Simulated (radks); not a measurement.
Results of a calculation; reference values are marked as such.
The thallium ion Tl38+, 43 electrons, occupied as [Kr] 4d7. Level of theory: non-relativistic Kohn-Sham, LB94 model potential, spin-polarised, spherical densities, point nucleus; open shells are filled with parallel spins first (spin-orbit coupling, left out, can overturn this in heavy ions); relativity is left out, which matters for an element this heavy (a radial shooting solver on a logarithmic mesh with Libxc functionals). Some entries of the table are withheld. Estimate them.

| orbital | occ. | eigenvalue (eV) | <r> (bohr) |
|---|---|---|---|
| 1s down | 1 | -78835.13 | 0.01867 |
| 1s up | 1 | -78834.94 | 0.01867 |
| 2s up | 1 | -14626.29 | 0.07854 |
| 2s down | 1 | -14624.64 | 0.07853 |
| 2p up | 3 | -14145.09 | 0.06632 |
| 2p down | 3 | -14144.25 | 0.06631 |
| 3s down | 1 | -4698.548 | 0.1958 |
| 3s up | 1 | -4698.503 | 0.1958 |
| 3p up | 3 | -4473.107 | 0.1862 |
| 3p down | 3 | -4472.552 | 0.1862 |
| 3d up | 5 | -4053.992 | 0.1623 |
| 3d down | 5 | -4051.986 | 0.1624 |
| 4s up | 1 | -2091.836 | (1) |
| 4s down | 1 | -2086.006 | (2) |
| 4p up | 3 | -1991.453 | (3) |
| 4p down | 3 | -1985.735 | (4) |
| 4d up | 5 | -1810.856 | 0.3827 |
| 4d down | 2 | -1805.741 | 0.3824 |

Answer. 
(1) 4s up <r> (bohr): 0.3966
(2) 4s down <r> (bohr): 0.3965
(3) 4p up <r> (bohr): 0.3936
(4) 4p down <r> (bohr): 0.3935
